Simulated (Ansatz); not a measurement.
Total energies of `[F][Hf]([I])([I])[I]`.

Cartesian coordinates in Å:
```
F 0.158 -1.980 -0.351
Hf 0.011 -0.139 -0.025
I 1.709 0.524 1.949
I 0.638 1.188 -2.275
I -2.517 0.407 0.702
```

Charge 0, multiplicity 1. Correlated methods include outer-core shells of Hf, I, which these sets cover unevenly. Hf, I: def2 effective core potential. The structure was optimised at the PBE0-D4/def2-TZVP level. Basis def2-TZVPP, Ansatz 0.2.0.

RPA on PBE orbitals: Hartree–Fock energy of these orbitals -1037.19054 Eh, correlation -2.65562 Eh (frozen core).

```
             functional                                       kind  energy without D4 (Eh)  D4 term (kJ/mol)
                 revPBE                                        GGA             -1041.47504             -37.9
                   BLYP                                        GGA             -1041.14641             -43.9
                 r2SCAN                                   meta-GGA             -1041.67969              -5.1
                 B97M-V                         meta-GGA with VV10             -1041.26719                 –
                   PBE0         global hybrid, 25 % exact exchange             -1041.27450             -20.6
                r2SCANh                      meta-GGA hybrid, 10 %             -1041.62504              -6.0
                r2SCAN0                      meta-GGA hybrid, 25 %             -1041.54478              -6.9
HSE06 (plane-wave form)                            screened hybrid             -1041.26510             -20.3
                  BHLYP                        global hybrid, 50 %             -1041.05671             -43.2
              CAM-B3LYP                     range-separated hybrid             -1041.28192             -22.8
                LC-ωPBE                long-range corrected hybrid             -1041.40473                 –
                ωB97M-V  range-separated hybrid meta-GGA with VV10             -1041.18926                 –
                 B2PLYP                              double hybrid             -1040.69218                 –
               PBE-QIDH                              double hybrid             -1040.73261                 –
```

(1) Give the same for LDA (SPW92), PBE, B3LYP, ωB97X-V. (Estimate.)

B3LYP takes the VWN-RPA correlation (the form of Gaussian; ORCA's B3LYP/G). HSE06 is the plane-wave form, built on full-range PBE exchange. The double hybrids freeze the cores in their second-order part.

## Answers

(1) Ansatz gave: 
```json
{"functional": "LDA (SPW92)", "kind": "LDA", "energy without D4 (Eh)": "-1039.36115", "D4 term (kJ/mol)": "–"}
{"functional": "PBE", "kind": "GGA", "energy without D4 (Eh)": "-1041.23238", "D4 term (kJ/mol)": "-22.7"}
{"functional": "B3LYP", "kind": "global hybrid, 20 %", "energy without D4 (Eh)": "-1041.63907", "D4 term (kJ/mol)": "-37.6"}
{"functional": "ωB97X-V", "kind": "range-separated hybrid GGA with VV10", "energy without D4 (Eh)": "-1041.24422", "D4 term (kJ/mol)": "–"}
```

LC-ωPBE has ω = 0.4 bohr⁻¹.
